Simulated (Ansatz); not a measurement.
Computed with Ansatz on PBE0-D4/def2-TZVP structures; ΔE is electronic, products minus reactants. CCSD(T)/CBS is the MP2 limit (def2-TZVPP, def2-QZVPP) plus CCSD(T) − MP2 in def2-TZVPP, frozen cores. This one scheme is used for every species. Functionals use def2-TZVPP. HSE06 is defined as in plane-wave codes. Each species was taken in one conformer, which may not be the lowest.

Reaction (cleavage of the Si–Si bond): `N[SiH2][SiH2]F` + `BN` → `BN[SiH2]F` + `N[SiH3]`

CCSD(T)/CBS gives -72.7 kJ/mol.

**Question.** Another level gave -69.9 kJ/mol. Which?
A. PBE-D4/def2-TZVPP
B. HF/def2-TZVPP
C. HSE06/def2-TZVPP
D. PBE-QIDH/def2-TZVPP

**Answer.** D. PBE-QIDH -69.9, HF/def2-TZVPP -87.7, HSE06 -56.4, PBE-D4 -47.8 kJ/mol.

Largest T1 diagnostic among the species: 0.012.

In def2-TZVPP, CCSD(T) changes the Hartree–Fock value by +13.9 kJ/mol (the triples alone add +1.6 kJ/mol) and MP2 by +6.3 kJ/mol. From PBE to PBE0 (25 % exact exchange), in def2-TZVPP and without D4, ΔE moves by −8.0 kJ/mol. Leaving LDA and LC-ωPBE aside and taking each functional with its dispersion term where it has one, the values, not all of them listed here, spread over 26.5 kJ/mol, from BHLYP-D4 to PBE-D4. LDA lies −4.6 kJ/mol from PBE without D4.
